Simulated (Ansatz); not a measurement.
Compare A (`C=C(F)[SiH2][AlH2]`) with its isomer B (`F[CH]1[CH2][Al]1[SiH3]`).

Computed with Ansatz on PBE0-D4/def2-TZVP structures; ΔE is electronic, products minus reactants. CCSD(T)/CBS is the MP2 limit (def2-TZVPP, def2-QZVPP) plus CCSD(T) − MP2 in def2-TZVPP, frozen cores. DFT in def2-TZVPP. B3LYP here is the variant with VWN-RPA as its local correlation; programs differ in this. Each species was taken in one conformer, which may not be the lowest.

**Question.** Which isomer does CCSD(T)/CBS put lower? Give the gap. (Best estimate.)

**Answer.** The calculation gave: A, by 17.1 kcal/mol.

**Question.** Give E(B) − E(A) in kcal/mol with CCSD(T)/def2-TZVPP, MP2/def2-TZVPP, PBE0-D4, r2SCAN-D4, B3LYP-D4, PBE-D4, B2PLYP. (Estimate.)

**Answer.** Computed: CCSD(T)/def2-TZVPP 17.4, MP2/def2-TZVPP 15.3, PBE0-D4 13.6, r2SCAN-D4 14.0, B3LYP-D4 18.6, PBE-D4 12.9, B2PLYP 17.1. None reverses the order clearly.

Largest T1 diagnostic: 0.014.

The D4 term adds +1.3 kcal/mol with B3LYP and +0.7 kcal/mol with PBE0; it sums over pairs of atoms, weighted by their polarisabilities, and B3LYP, whose exchange is more repulsive, gets the larger term. From PBE to PBE0 (25 % exact exchange), in def2-TZVPP and without D4, E(B) − E(A) moves by +0.8 kcal/mol.
